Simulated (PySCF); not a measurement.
Compound: 2-chloro-6-fluoropyridine, C5H3ClFN.
Z-matrix (Å and degrees, PBE0-D3(BJ)/def2-TZVP geometry), rows numbered from 1:
```
F 
C   1  1.3272
C   2  1.3844  1  118.79
C   3  1.3837  2  116.36  1  -179.99
C   4  1.3862  3  119.93  2    -0.10
C   5  1.3860  4  117.07  3     0.08
Cl  6  1.7259  5  119.08  4   179.98
N   2  1.3068  1  115.78  3   179.99
H   3  1.0811  2  120.74  1     0.02
H   4  1.0836  3  120.11  2   179.96
H   5  1.0806  4  122.19  3  -179.95
```

All values: wB97X-D/pcSseg-2 (PySCF, non-relativistic), on one gas-phase PBE0-D3(BJ)/def2-TZVP geometry that isn't relaxed in the solvent. The solvent is an IEF-PCM continuum (cavity from Bondi-type radii × 1.2). The model holds no explicit solvent molecules, cavitation or dispersion.

Gas phase at wB97X-D/pcSseg-2: HOMO -9.39 eV, LUMO 0.36 eV, dipole 3.81 D.

**Question.** What does the continuum do to the energy, the frontier levels and the dipole at wB97X-D/pcSseg-2 in chloroform?

**Answer.** 
| solvent | ε | E(solvent) − E(gas) (kJ/mol) | polarisation term (kJ/mol) | distortion of the solute (kJ/mol) | HOMO (eV) | LUMO (eV) | dipole (D) |
| --- | --- | --- | --- | --- | --- | --- | --- |
| chloroform | 4.711 | -14.68 | -17.42 | 2.74 | -9.29 | 0.49 | 4.80 |

The first energy column is the sum of the next two and covers electrostatics alone.

**Question.** Which radius a makes the point-dipole formula ΔE = −[(ε − 1)/(2ε + 1)]·μ²/a³ give the value in chloroform, with the gas-phase dipole?

**Answer.** μ = 1.499 au and |ΔE| = 0.00559 Eh give a = 2.77 Å; the farthest nucleus lies 3.11 Å from the centroid of the nuclei, so such a sphere wouldn't even hold the nuclei. The formula assumes a rigid point dipole at the centre of a sphere.

Hardware: an AMD EPYC 7R43 with one thread, shared host. Cost: 62 s wall, 1.6 GiB resident at most. This is the whole shielding run at wB97X-D/pcSseg-2 in chloroform, SCF included.

The pairwise dispersion term of wB97X-D wasn't added to the energies; at a given geometry it leaves orbitals and properties as they are.
